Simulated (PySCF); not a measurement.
## Where the electron goes

Compound: dimethylphenyl phosphine oxide, C₈H₁₁OP.
Z-matrix (Å and degrees, PBE0-D3(BJ)/def2-SVP geometry), rows numbered from 1:
```
C 
P   1  1.8164
C   2  1.8173  1  105.14
O   2  1.4986  1  114.11  3   125.69
C   2  1.8206  1  105.53  3  -111.03
C   5  1.3982  2  116.26  1  -126.30
C   6  1.3939  5  120.01  2  -179.85
C   7  1.3938  6  120.02  5    -0.11
C   8  1.3959  7  120.14  6     0.00
C   9  1.3927  8  119.96  7     0.04
H   1  1.0994  2  108.06  3   176.02
H   1  1.0999  2  108.57  3   -66.32
H   1  1.1003  2  112.44  3    55.08
H   3  1.1001  2  108.79  1    64.27
H   3  1.0996  2  112.38  1   -57.36
H   3  1.0993  2  107.91  1  -178.04
H   6  1.0936  5  118.20  2     0.22
H   7  1.0927  6  119.89  5   179.93
H   8  1.0930  7  120.01  6  -179.96
H   9  1.0927  8  120.07  7  -179.95
H  10  1.0943  5  120.56  2    -0.03
```

Computed with TDDFT B3LYP/def2-SVPD, vertical, gas phase, core orbitals frozen in the response in PySCF 2.14.0, density-fitted response routines.

Kohn–Sham orbitals with the atoms that hold most of them (Löwdin shares over 4%, at most four atoms; ? is withheld):

```
orbital  ε (eV)                             atoms
 LUMO+2    0.08  C1 12%, C3 12%, H21 11%, H13 10%
 LUMO+1   -0.76   C9 22%, C6 21%, C7 15%, C10 15%
   LUMO       ?                                 ?
   HOMO   -7.26                                 ?
 HOMO-1   -7.35             O4 65%, P2 13%, C5 8%
 HOMO-2   -7.42    C9 21%, C6 21%, C5 17%, C8 16%
 HOMO-3   -7.48   C7 20%, C10 19%, O4 15%, C8 12%
```

Which atoms hold the LUMO, and with what shares?

C5 (bonded to 2 C and P) 20%; C8 (bonded to 2 C and H) 20%; C10 (bonded to 2 C and H) 15%; C7 (bonded to 2 C and H) 13%.

Give the leading atoms of the HOMO.

O4 (bonded to P) 53%; P2 (bonded to 3 C and O) 10%; C3 (bonded to P and 3 H) 6%; C1 (bonded to P and 3 H) 6%. By element: oxygen 53%, carbon 12% or more, phosphorus 10%.

What is the LUMO energy, and the HOMO–LUMO gap?

ε(LUMO) = -1.09 eV; the gap is 6.16 eV (0.2265 hartree).

How does S1 compare with the orbital gap of 6.16 eV?

S1 is at 5.27 eV (f = 0.0026), 0.89 eV below the gap, made of HOMO→LUMO (33%), HOMO-2→LUMO (25%), HOMO-3→LUMO+1 (17%). Without the coupling terms of the response equations the lowest excitation would equal the gap.

Give energy, strength and leading configuration of S2, S4 and S5, and follow the Löwdin shares of the leading atoms from the occupied to the empty orbital.

- S2 (5.36 eV, f 0.0016), HOMO-1→LUMO (96%): O4 65% → at most 13%, P2 13% → at most 13%, C5 8% → 20%, C8 at most 4% → 20%
- S4 (5.76 eV, f 0.0003), HOMO-1→LUMO+1 (96%): O4 65% → at most 15%, P2 13% → at most 15%, C9 at most 4% → 22%, C6 at most 4% → 21%
- S5 (5.81 eV, f 0.0012), HOMO→LUMO+1 (80%): O4 53% → at most 15%, P2 10% → at most 15%, C9 at most 6% → 22%, C6 at most 6% → 21%

Time: 11 min wall; peak memory 1.5 GiB. Hardware: one thread of an Arm Neoverse V2, shared host.

One conformer stands for the species.
